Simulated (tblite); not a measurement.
Species: C₅H₆NSe (doublet state).
Bonds: C1–C2, C2–C3, C3–C4 (aromatic), C4–C5 (aromatic), C5–Se6 (aromatic), Se6–N7 (aromatic), C3–N7 (aromatic). Hydrogens: H8, H9, H10 on C1; H11, H12 on C2; H13 on C5.
Bond orders are those of one Lewis drawing.

Computed with GFN2-xTB (tblite), gas phase: L-BFGS steps from a force-field or distance-geometry start until the largest atomic force falls under 0.01 eV/Å.

Step 28: E = -537.2333 eV
```
atom  x, y, z in Å  |  force x, y, z in eV/Å
C1     -1.7769    0.3772    0.6398   -0.006  -0.031   0.046
C2     -1.0667   -0.2041   -0.5949   -0.031  -0.021  -0.016
C3      0.4039   -0.3098   -0.3749   -0.043  -0.012   0.110
C4      1.3150    0.7608   -0.2816    0.057  -0.073  -0.027
C5      2.5852    0.4700   -0.0327    0.065  -0.076   0.009
Se6     2.7007   -1.4260    0.1341    0.025   0.131  -0.010
N7      0.9342   -1.4857   -0.1805   -0.046  -0.038  -0.056
H8     -2.6660   -0.2018    0.8689   -0.086   0.031  -0.051
H9     -2.0702    1.4134    0.4925    0.078  -0.010  -0.032
H10    -1.1297    0.3261    1.5112    0.048   0.015   0.018
H11    -1.2602    0.4092   -1.4755   -0.003   0.054   0.005
H12    -1.4316   -1.2105   -0.7946   -0.028  -0.044  -0.002
H13     3.4578    1.0817    0.0706   -0.029   0.074   0.005
```

Step 29: E = -537.2361 eV
```
atom  x, y, z in Å  |  force x, y, z in eV/Å
C1     -1.7842    0.3816    0.6376   -0.039  -0.045   0.109
C2     -1.0653   -0.2099   -0.5852   -0.024  -0.034  -0.006
C3      0.4050   -0.3066   -0.3635   -0.018  -0.042   0.120
C4      1.3124    0.7647   -0.2610    0.121  -0.029  -0.042
C5      2.5874    0.4756   -0.0329    0.083  -0.092  -0.002
Se6     2.7097   -1.4239    0.1070    0.060   0.157  -0.002
N7      0.9437   -1.4823   -0.1900   -0.109  -0.079  -0.062
H8     -2.6947   -0.1752    0.8444   -0.053   0.050  -0.074
H9     -2.0501    1.4263    0.4911    0.118  -0.040  -0.002
H10    -1.1571    0.3002    1.5242    0.009   0.053  -0.045
H11    -1.2548    0.3903   -1.4752   -0.034   0.065  -0.004
H12    -1.4235   -1.2212   -0.7730   -0.029  -0.043  -0.009
H13     3.4670    1.0810    0.0588   -0.084   0.079   0.020
```

Step 30: E = -537.2397 eV
```
atom  x, y, z in Å  |  force x, y, z in eV/Å
C1     -1.7916    0.3854    0.6364   -0.077  -0.050   0.138
C2     -1.0646   -0.2177   -0.5746   -0.009  -0.037   0.019
C3      0.4051   -0.3065   -0.3477    0.020  -0.070   0.096
C4      1.3087    0.7659   -0.2376    0.158   0.032  -0.055
C5      2.5896    0.4811   -0.0325    0.078  -0.083  -0.020
Se6     2.7204   -1.4179    0.0776    0.098   0.124   0.007
N7      0.9538   -1.4814   -0.2005   -0.145  -0.106  -0.050
H8     -2.7266   -0.1430    0.8167    0.006   0.069  -0.084
H9     -2.0237    1.4394    0.4890    0.153  -0.077   0.043
H10    -1.1852    0.2715    1.5370   -0.050   0.092  -0.112
H11    -1.2450    0.3719   -1.4735   -0.072   0.064  -0.007
H12    -1.4188   -1.2325   -0.7521   -0.023  -0.036  -0.015
H13     3.4735    1.0844    0.0441   -0.138   0.077   0.041
```

Problem. Estimate the geometry and energy of step 31. (The exact step hangs on the optimiser's Hessian estimate; all steps are aligned on step 30, rigid shifts and turns removed.)

Solution. E = -537.2446 eV, largest force 0.198 eV/Å
```
atom  x, y, z in Å  |  force x, y, z in eV/Å
C1     -1.7967    0.3869    0.6371   -0.087  -0.030   0.083
C2     -1.0651   -0.2259   -0.5659    0.017  -0.028   0.042
C3      0.4037   -0.3119   -0.3306    0.057  -0.071   0.028
C4      1.3046    0.7627   -0.2180    0.122   0.097  -0.058
C5      2.5907    0.4846   -0.0316    0.046  -0.038  -0.040
Se6     2.7306   -1.4080    0.0549    0.121   0.002   0.009
N7      0.9614   -1.4853   -0.2088   -0.111  -0.107  -0.011
H8     -2.7523   -0.1127    0.7937    0.045   0.061  -0.066
H9     -1.9958    1.4475    0.4865    0.160  -0.078   0.086
H10    -1.2050    0.2490    1.5447   -0.094   0.104  -0.118
H11    -1.2319    0.3612   -1.4695   -0.106   0.046   0.001
H12    -1.4213   -1.2408   -0.7402   -0.006  -0.024  -0.018
H13     3.4728    1.0935    0.0301   -0.163   0.064   0.062
```

The energy changes by -0.0049 eV. The first-order estimate −F·Δx gives -0.0069 eV and the mean of the old and new forces, exact on a quadratic surface, -0.0049 eV. The step makes an angle of 80° with the force vector and moves no atom by more than 0.046 Å.

The cost below is that of the whole relaxation. Time: 0.33 s wall. Hardware: Arm Neoverse V2, one thread, shared host.
